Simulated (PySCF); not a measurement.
CrCl4: Cr(IV) (d2), charge 0. The structure is a PBE0-D3(BJ)/def2-TZVP geometry optimised for multiplicity 3; coordination tetrahedral, point group Td, metal–donor distances 2.09 Å.

```
5

Cr    0.000    0.000    0.000
Cl    1.209    1.209    1.209
Cl   -1.209    1.209   -1.209
Cl    1.209   -1.209   -1.209
Cl   -1.209   -1.209    1.209
```

Method (PySCF 2.14, density fitting): CASSCF(2,5) with orbitals averaged over all microstates of the shell, strongly contracted NEVPT2 on the averaged canonical orbitals; basis x2c-TZVPall on the metal, x2c-SVPall elsewhere; spin-free X2C; gas phase; spin-orbit coupling by state interaction with the mean-field operator over all roots.

(1) Which term lies lowest, and with what spin?

(2) Where do the spin-allowed transitions within the shell lie?

(3) Which is the lowest state of another spin?

(4) Give the fitted ligand-field and repulsion parameters.

(5) What magnetic behaviour follows?

Charge-transfer states lie outside this active space and may come lower than some of these levels. NEVPT2 lifts 3T2 from 9250 to 12698 cm⁻¹; on the d shell alone such lifts tend to overshoot. An active orbital has only 0.72 squared overlap with the free ion's shell, so the metal shell alone is a small active space here. NEVPT2 on the d shell alone tends to put d–d bands too high for such charged or covalently bound ions.

The job took 6.8 s on one thread of Arm Neoverse V2 (shared host), with 120 basis functions, launched as `OMP_NUM_THREADS=1 python lf_run.py task.json out`.

## Answers

(1) 3A2 (S = 1, orbital degeneracy 1), with 2.0 electrons in the lower (e-type) set and 0.0 in the upper (t2-type) set, by NEVPT2.

(2) By NEVPT2: 3T2 at 12698 cm⁻¹ (788 nm); 3T1 at 18827 cm⁻¹ (531 nm); 3T1 at 26733 cm⁻¹ (374 nm). The strongest, at 18827 cm⁻¹, has f = 6.7e-03.

(3) 1E at 12018 cm⁻¹ by NEVPT2; CASSCF alone puts it at 13818 cm⁻¹ above the same ground state.

(4) At CASSCF level (the NEVPT2 levels don't fit a ligand-field model well): orbital energies 0, 0, 8598, 8598, 8598 cm⁻¹; 10Dq = 8598 cm⁻¹; B = 825 cm⁻¹; C = 3250 cm⁻¹; B over its free-ion value at the same level 0.655; the fit misses the states by 549 cm⁻¹ rms, so splittings below that are unsure; ζ = 195 cm⁻¹ (free ion 319).

(5) The ground multiplet follows a spin Hamiltonian with S = 1, g = 1.949, 1.949, 1.949, D = 0 (spin-orbit part alone); the lowest levels hold 100 % of the spin-free ground state. μeff is 2.80 μB at 300 K and 2.76 μB at 10 K; the spin-only value is 2.83 μB.
